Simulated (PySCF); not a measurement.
Correlation energy of F²⁺ (fluorine, charge +2)

[He] 2s2 2p2 3s1, high-spin 4P determinant (an excited configuration). Computed with PySCF 2.14 in aug-cc-pwCVDZ, with the non-relativistic Hamiltonian (point nucleus). Frozen: nothing; 7 electrons correlated.

```json
{"level": "CCSD", "correlation energy (mhartree)": "-128.28"}
{"level": "(T)", "correlation energy (mhartree)": "-1.27"}
{"level": "CCSD(T)", "correlation energy (mhartree)": "-129.55"}
{"level": "CCSDT", "correlation energy (mhartree)": "-129.77"}
```

Diagnostics: T1 = 0.0046, D1 = 0.0131, largest double amplitude 0.117.

The outer electron is Rydberg-like, and this basis confines it to a smaller radius and binds it less than a complete one would.

Cost of the coupled-cluster step: roughly 0.4 core-seconds, for 7 correlated electrons.
